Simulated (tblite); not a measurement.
Start geometry of `CCC/C(=N/[SiH3])[C@H](C)O` from a force field or distance geometry (Å):
```
atom  x, y, z in Å
C1     2.7922    0.5233    0.6507
C2     2.1848   -0.7449    0.0621
C3     1.1289   -0.4848   -0.9807
C4    -0.1593    0.1054   -0.3847
N5    -0.2944    1.3833   -0.4635
Si6   -1.6470    2.2970    0.0981
C7    -1.1204   -0.9320    0.2586
C8    -2.1501   -1.3919   -0.7499
O9    -1.7762   -0.5119    1.4388
H10    3.5914    0.2805    1.3483
H11    2.0318    1.0974    1.2048
H12    3.1891    1.1610   -0.1364
H13    1.7786   -1.3556    0.8983
H14    3.0015   -1.3311   -0.3916
H15    0.8570   -1.4096   -1.4874
H16    1.4984    0.2038   -1.7391
H17   -1.6251    2.2773    1.5870
H18   -2.8951    1.7355   -0.4611
H19   -1.4839    3.6997   -0.3546
H20   -0.5186   -1.8073    0.5523
H21   -1.6869   -1.7548   -1.6671
H22   -2.7718   -2.1975   -0.3325
H23   -2.8367   -0.5811   -1.0126
H24   -1.0999   -0.2420    2.0697
```

Question: What comes out of this run: GFN2-xTB geometry optimisation, gas phase (tblite 0.8.0)?

Answer: 
```
atom  x, y, z in Å
C1     2.6992    0.5885    0.6477
C2     2.1906   -0.7361    0.0956
C3     1.1096   -0.5309   -0.9774
C4    -0.1515    0.0186   -0.3710
N5    -0.3510    1.2526   -0.3298
Si6   -1.5961    2.2699    0.2827
C7    -1.1188   -1.0121    0.1994
C8    -2.1104   -1.4218   -0.8890
O9    -1.8600   -0.4872    1.2765
H10    3.4177    0.4187    1.4464
H11    1.8759    1.1823    1.0368
H12    3.1855    1.1626   -0.1371
H13    1.7887   -1.3459    0.9089
H14    3.0219   -1.2871   -0.3497
H15    0.8952   -1.4857   -1.4614
H16    1.4799    0.1751   -1.7207
H17   -1.1060    2.6715    1.6064
H18   -2.9798    1.8075    0.3810
H19   -1.5332    3.3767   -0.6742
H20   -0.5507   -1.8978    0.5288
H21   -1.5918   -1.8870   -1.7226
H22   -2.8324   -2.1212   -0.4759
H23   -2.6393   -0.5398   -1.2396
H24   -1.2549   -0.1517    1.9458
```

The energy falls by 0.313 eV over 119 L-BFGS steps, the largest force on an atom goes from 2.34 to 0.008 eV/Å, and the atoms move by 0.279 Å rms after alignment. The bond that changes most is C4=N5 (C=N carbon to C=N nitrogen), which shortens by 0.037 Å. Bonds longer at the end by more than 0.005 Å: 2 of 23; shorter: 13. Among the angles that change most is N5–Si6–H18, from 109.7° to 121.5°. Among the dihedrals that turn most is C4–N5–Si6–H17, from 71° to 96°. Rotational constants go from 1547, 968.7, 739.7 to 1567, 1013, 748.9 MHz. The orientation of the end geometry is arbitrary; only internal coordinates are fixed.

On one thread of an Arm Neoverse N1, no GPU (shared host), this took 1.9 s wall.

Its GFN2-xTB frequencies are all real (lowest 33 cm⁻¹). The numbers are those of one conformer. 3 starts were optimised and ended at 0.00, 0.08 and 1.01 kcal/mol (GFN2-xTB); the lowest of these is shown.

The numbers are calculated, not measured.
